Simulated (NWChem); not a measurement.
Basis-set dependence for sulfur tetrafluoride (F4S)

```
S
F 1 1.6133
F 1 1.6133 2 100.72
F 1 1.6883 2 87.93 3 -87.49
F 1 1.6883 2 87.93 4 174.99
```
Charge 0, spin multiplicity 1.

Everything below was run with NWChem. Structure: optimised with PBE/def2-SVP, a minimum by its harmonic frequencies.

Hartree-Fock energies in Ha, correlation energies in mHa.

The correlated methods keep 9 core orbitals frozen. The Pople sets run with spherical d functions. Coupled-cluster values serve here as a point of comparison, not as the truth.

| basis | functions | RHF | MP2 | SCS-MP2 | CCSD | CCSD+T(CCSD) | CCSD(T) | CR-CCSD[T] | CR-CCSD(T) |
|---|---|---|---|---|---|---|---|---|---|
| 6-31G* | 74 | -795.12435 | -852.6 | -814.8 | -857.2 | -882.8 | -879.1 | -876.0 | -873.3 |
| def2-SVP | 74 | -794.67793 | -911.8 | -875.6 | -920.1 | -943.9 | -940.9 | -937.6 | -935.5 |
| def2-TZVP | 161 | -795.37187 | -1216.3 | -1179.5 | not run | not run | not run | not run | not run |

From def2-SVP to def2-TZVP the Hartree-Fock energy moves by -693.9 mHa and the MP2 correlation energy by -304.5 mHa, which is 25 % of its value in the larger set.
